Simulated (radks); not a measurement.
Results of a calculation; reference values are marked as such.
Problem. Species: Si2+. Configuration: [Ne] 3s1.75 4s0.25 (fractional occupations, a model configuration). Level of theory: non-relativistic Kohn-Sham, r2SCAN, spin-polarised, spherical densities, point nucleus; open shells are filled with parallel spins first; meta-GGA in the generalised Kohn-Sham scheme (a radial shooting solver on a logarithmic mesh with Libxc functionals). Some entries of the table are withheld. Estimate them.

orbital,occ.,eigenvalue (Ry),r(max) (bohr),<1/r> (bohr^-1)
1s up,1,-133.5065,0.07300,13.57
1s down,1,-133.5024,0.07300,13.57
2s up,1,-12.21113,0.4549,2.583
2s down,1,-12.20694,0.4550,2.582
2p up,3,-8.89664,(1),2.464
2p down,3,-8.89132,(2),2.464
3s up,1,-2.21063,1.689,0.6971
3s down,0.75,-2.16060,1.698,0.6892
4s up,0.25,-0.77015,4.492,0.2745

Solution. 
(1) 2p up r(max) (bohr): 0.3886
(2) 2p down r(max) (bohr): 0.3886
